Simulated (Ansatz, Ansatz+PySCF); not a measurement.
```xyz
10

C     0.0333    0.5896   -1.2277
C     0.0380   -0.6005   -1.2147
C     0.0022    1.5017   -0.1030
C     0.0137   -1.4273   -0.1666
C    -0.0255    0.7116    1.0126
C     0.0487   -0.6997    1.0437
H     0.0099    2.6001   -0.1481
H     0.0429   -2.5574   -0.1558
H    -0.0295    1.2354    2.0535
H     0.0173   -1.1829    2.0172
```

Basis set: def2-SVP (spherical functions). Left uncorrelated: 6 orbitals. Charge 0, multiplicity 1.

Computed with Ansatz (development build ahead of 0.2.0); each method stands on the lowest determinant of its kind that the runs found. Restricted open shells among the atoms or ions are ROHF, correlated in semicanonical orbitals with singles. Restricted functionals stand beside restricted open-shell atoms, which can lie above the unrestricted atoms usual in DFT and then raise those values.

The atomization energy at this shape (free ground-state atoms in the same class of orbitals less the molecule, no zero-point energy) of singlet C6H4:

| method | atomization energy |
| --- | --- |
| ωB97X (restricted) | 4873.6 kJ/mol |
| ωB97X (unrestricted) | 4831.9 kJ/mol |
| r²SCAN (restricted) | 4936.8 kJ/mol |
| r²SCAN (unrestricted) | 4892.2 kJ/mol |
| PBE0 (restricted) | 4962.4 kJ/mol |
| PBE0 (unrestricted) | 4936.8 kJ/mol |
| PBE (unrestricted) | 5065.4 kJ/mol |
| PBE (restricted) | 5084.9 kJ/mol |
| RHF-MP2 | 4764.0 kJ/mol |
| UHF | 3550.9 kJ/mol |
| RHF | 3560.8 kJ/mol |

Problem. What does UHF-MP2 give?

Solution. 4583.5 kJ/mol. Caution: the shape is not the minimum. Caution for RHF-MP2, RHF: an unrestricted determinant lies well below. Caution for UHF-MP2: a plain start can end on a higher determinant; another reference gives a lower total. Caution for UHF-MP2, UHF: the unrestricted determinant is a mixture of spin states.
